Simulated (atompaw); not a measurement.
## Cutoff test, zirconium (Zr), PAW (atompaw)

```json
{"Element": "Zr (Z = 40)", "Generator": "atompaw 4.2.0.5", "Type": "PAW", "Functional": "LDA (PW92)", "Relativity": "scalar-relativistic", "Frozen core": "[Kr]", "Valence charge": "4", "Reference configuration": "4d2 5s0 5p0 (charge +2)", "Partial waves": "5s (bound, empty): rc 3.00 bohr; 5s channel at 1.25 Ry: rc 3.00 bohr; 5p (bound, empty): rc 3.00 bohr; 5p channel at 2.4 Ry: rc 2.60 bohr; 4d (bound): rc 2.75 bohr; 4d channel at -0.1 Ry: rc 2.75 bohr", "Local potential": "ultrasoft scheme with l = 3 at -0.5 Ry, radius 2.40 bohr", "Core correction": "smooth core density matched at 2.15 bohr", "Augmentation charge": "besselshape compensation charge, radius 2.95 bohr; PAW radius 3.00 bohr; waves and projectors: custom polynom2 7 10 vanderbiltortho"}
```

The pseudo-atom Hamiltonian at the reference potential is diagonalised in spherical Bessel functions j_l(qr) that vanish at 20 bohr, with q² up to the cutoff. All-electron valence levels (Ry): 5s -1.1956, 5p -0.8630, 4d -1.2870.

How do the lowest levels (Ry) of each channel move with the cutoff, and are there ghosts?

```json
{"cutoff (Ry)": "8", "s #1": "-1.1954", "p #1": "-0.8625", "d #1": "-1.2384", "d #2": "-0.4415", "f #1": "-0.3120", "f #2": "-0.1766", "Σ f·Δε (mRy)": "97.3"}
{"cutoff (Ry)": "12", "s #1": "-1.1956", "p #1": "-0.8629", "d #1": "-1.2751", "d #2": "-0.4467", "f #1": "-0.3137", "f #2": "-0.1779", "Σ f·Δε (mRy)": "23.9"}
{"cutoff (Ry)": "15", "s #1": "-1.1956", "p #1": "-0.8629", "d #1": "-1.2814", "d #2": "-0.4478", "f #1": "-0.3141", "f #2": "-0.1783", "Σ f·Δε (mRy)": "11.4"}
{"cutoff (Ry)": "21", "s #1": "-1.1956", "p #1": "-0.8630", "d #1": "-1.2834", "d #2": "-0.4481", "f #1": "-0.3143", "f #2": "-0.1784", "Σ f·Δε (mRy)": "7.4"}
{"cutoff (Ry)": "25", "s #1": "-1.1956", "p #1": "-0.8630", "d #1": "-1.2851", "d #2": "-0.4484", "f #1": "-0.3143", "f #2": "-0.1784", "Σ f·Δε (mRy)": "3.9"}
{"cutoff (Ry)": "35", "s #1": "-1.1956", "p #1": "-0.8630", "d #1": "-1.2861", "d #2": "-0.4485", "f #1": "-0.3143", "f #2": "-0.1784", "Σ f·Δε (mRy)": "1.9"}
{"cutoff (Ry)": "40", "s #1": "-1.1956", "p #1": "-0.8630", "d #1": "-1.2866", "d #2": "-0.4486", "f #1": "-0.3143", "f #2": "-0.1784", "Σ f·Δε (mRy)": "0.8"}
{"cutoff (Ry)": "50", "s #1": "-1.1956", "p #1": "-0.8630", "d #1": "-1.2868", "d #2": "-0.4486", "f #1": "-0.3143", "f #2": "-0.1784", "Σ f·Δε (mRy)": "0.6"}
{"cutoff (Ry)": "400", "s #1": "-1.1956", "p #1": "-0.8630", "d #1": "-1.2871", "d #2": "-0.4487", "f #1": "-0.3143", "f #2": "-0.1784", "Σ f·Δε (mRy)": "0.0"}
```

Result: no extra level below or beside the all-electron valence levels (s, p, d, f tested); 10 mRy is reached at 18 Ry and 1 mRy at 40 Ry.
